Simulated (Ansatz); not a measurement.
Two structures of SiH$_{2}$Cl$_{4}$O, singlet, reached by relaxing down either side of one saddle point (PBE0-D4/def2-TZVP). Energies are electronic, without zero-point energy. Ansatz 0.2.0; basis: def2-TZVPP and def2-QZVPP; cores frozen in the correlated methods. Extrapolation: Hartree–Fock as exp(−7.88 √X), correlation as X^−2.97. First:

Si1  (0.339, 1.068, -0.720)
Cl2  (2.084, 0.070, -0.613)
Cl3  (-1.083, -0.072, -1.610)
Cl4  (-0.285, 1.633, 1.121)
Cl5  (0.598, 2.736, -1.841)
H6  (-0.745, -2.240, 0.591)
O7  (-0.162, -1.807, 1.218)
H8  (-0.746, -1.386, 1.854)
(Å)

Second:

Si1  (-0.667, 0.875, -0.081)
Cl2  (2.672, -2.054, -0.245)
Cl3  (-2.274, 0.810, -1.312)
Cl4  (-1.167, 1.942, 1.567)
Cl5  (0.910, 1.705, -1.013)
H6  (1.550, -1.453, -0.036)
O7  (-0.199, -0.630, 0.331)
H8  (-0.826, -1.195, 0.789)
(Å)

**Question.** Which bonds change from the first to the second?

**Answer.** SiCl₄ ([Cl][Si]([Cl])([Cl])[Cl]) + H₂O → SiHCl₃O ([OH][Si]([Cl])([Cl])[Cl]) + HCl; bonds formed: Si1–O7, Cl2–H6; bonds broken: Si1–Cl2, H6–O7.

**Question.** Give the saddle point's structure and its height above each. (Judge from chemistry; the value comes from the calculation.)

**Answer.** By the calculation: 1.099 eV above the first and 1.326 eV above the second (CCSD(T) at an estimated basis limit (MP2 extrapolated from triple and quadruple zeta, plus CCSD(T) − MP2 in triple zeta)).
| atom | x (Å) | y (Å) | z (Å) |
| --- | --- | --- | --- |
| Si1 | -0.1708 | 0.5398 | -0.2876 |
| Cl2 | 1.4230 | -1.2052 | -1.1972 |
| Cl3 | -1.4416 | 0.0602 | -1.7911 |
| Cl4 | -1.4861 | 1.5411 | 0.9910 |
| Cl5 | 1.2274 | 1.9597 | -0.6120 |
| H6 | 0.7612 | -1.3491 | 0.3381 |
| O7 | 0.1821 | -0.6550 | 0.9552 |
| H8 | -0.4950 | -0.8915 | 1.6036 |

T1 diagnostic: at most 0.010.

The step is the kind of ligand exchange by which a precursor binds to a hydroxyl group, or is hydrolysed, in atomic layer deposition of oxides.

Labels in which every atom is bracketed show which atoms are joined, not bond orders.

For scale, one of the runs: CCSD(T)/def2-TZVPP, 269 basis functions, launched by `ansatz run in.yaml --threads 8 --pin off --events-out ev --progress --plain --max-ram 19148MiB`. Time: 67 s of wall clock on 8 CPU threads of an INTEL XEON PLATINUM 8581C; the host was shared. Peak host memory: 6.3 GiB.
